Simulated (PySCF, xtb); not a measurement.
but-1-en-3-yne (C4H4), SMILES C(=C)C#C.

GFN2-xTB in xtb at its own geometry gives an orbital gap of 4.20 eV and a dipole moment of 0.23 D.

Coordinates come from a PBE-D3(BJ)/def2-SVP optimisation.

**Question.** What does r2SCAN/def2-TZVPD (PySCF) give? (Estimate from the structure and the level; the computed values follow.)

**Answer.** gap 4.36 eV (levels -6.28 and -1.92 eV), dipole 0.39 D.
